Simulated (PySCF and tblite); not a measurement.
Results of a calculation; reference values are marked as such.
System: C₂H₇GeN, numbered as in [GeH3:1][N:2]1[CH2:3][CH2:4]1.

Motion: pyramidal inversion at N2. GFN2-xTB gives an electronic barrier of 4.2 kcal/mol.

Spin–orbit effects of heavy atoms on shieldings are missing.

Task: What does PBE0/pcSseg-1 + D3(BJ) give on B3LYP-D3(BJ)/def2-SVP geometries?

Result: A barrier of 6.3 kcal/mol, 2.1 above the tight-binding barrier (from unrounded values) and, with GFN2-xTB thermal terms, ΔG‡(298 K) = 6.0 kcal/mol and k = 4.8×10⁸ s⁻¹ (2 equivalent paths).

Task: And the level of the geometries itself, B3LYP-D3(BJ)/def2-SVP?

Result: 5.2 kcal/mol.

Programs: tblite and PySCF.
